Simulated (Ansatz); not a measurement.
Consider the redistribution: `C[SiH2][SiH2]Cl` + `[CH3][SnH2][SeH]` → `C[SiH2][SnH2][CH3]` + `Cl[SiH2][SeH]`.

Isolated molecules relaxed with PBE0-D4/def2-TZVP in Ansatz; ΔE leaves out vibrations. CBS: MP2 limit from def2 TZ/QZ plus the TZ coupled-cluster correction, frozen cores. This one scheme is used for every species. Functionals use def2-TZVPP. def2 core potentials past Kr. For Se, Sn outer-core shells are correlated without core-valence functions, which leaves a few kJ/mol of doubt a bond. Scalar relativity is left out up to krypton. Each species was taken in one conformer, which may not be the lowest.

`C[SiH2][SiH2]Cl`:

```xyz
11

C    -0.453   -1.515    0.676
Si    0.504   -0.505   -0.577
Si    0.001    1.768   -0.345
Cl    0.324    2.294    1.632
H    -1.529   -1.418    0.515
H    -0.229   -1.174    1.689
H    -0.190   -2.572    0.602
H     0.171   -0.919   -1.970
H     1.971   -0.672   -0.386
H     0.853    2.646   -1.187
H    -1.424    2.066   -0.647
```

`[CH3][SnH2][SeH]`:

```xyz
9

C     0.658   -1.146   -0.436
Sn    0.096    0.895   -0.152
Se   -2.281    1.003    0.734
H    -0.039   -1.620   -1.126
H     0.628   -1.669    0.519
H     1.668   -1.203   -0.844
H     1.141    1.672    0.956
H     0.037    1.754   -1.627
H    -1.908    0.312    1.976
```

`C[SiH2][SnH2][CH3]`:

Z-matrix (Å, degrees):
```
C
Si 1 1.879
H 1 1.092 2 110.8
H 1 1.092 2 110.7 3 120.0
H 1 1.092 2 110.8 3 -120.0
Sn 2 2.566 1 111.4 3 59.6
H 2 1.491 1 109.8 3 -60.9
H 2 1.490 1 110.1 3 -178.7
C 6 2.149 2 110.9 1 -58.4
H 6 1.716 2 110.5 1 61.5
H 6 1.714 2 111.4 1 -179.5
H 9 1.090 6 110.0 2 -59.8
H 9 1.090 6 110.0 2 60.2
H 9 1.090 6 109.9 2 -179.9
```

`Cl[SiH2][SeH]`:

Cartesian coordinates in Å:
```
Cl 1.169 0.186 2.029
Si -0.023 -0.267 0.426
Se 0.489 1.250 -1.184
H 0.278 -1.650 -0.008
H -1.438 -0.162 0.851
H -0.474 0.642 -2.115
```

```tsv
level	ΔE (kJ/mol)
ωB97M-V	-2.4
MP2/def2-QZVPP	-5.5
HF/CBS(def2)	8.6
CCSD/CBS(def2)	0.1
```

(1) What does CCSD(T)/CBS give? (Best estimate.)

Largest T1 diagnostic among the species: 0.012.

## Answers

(1) The calculation gave: -0.5 kJ/mol. The listed levels differ from it by -1.9, -5.0, 9.1, 0.6 kJ/mol.

In def2-TZVPP, CCSD(T) changes the Hartree–Fock value by −9.7 kJ/mol (the triples alone add −0.5 kJ/mol) and MP2 by −14.4 kJ/mol.
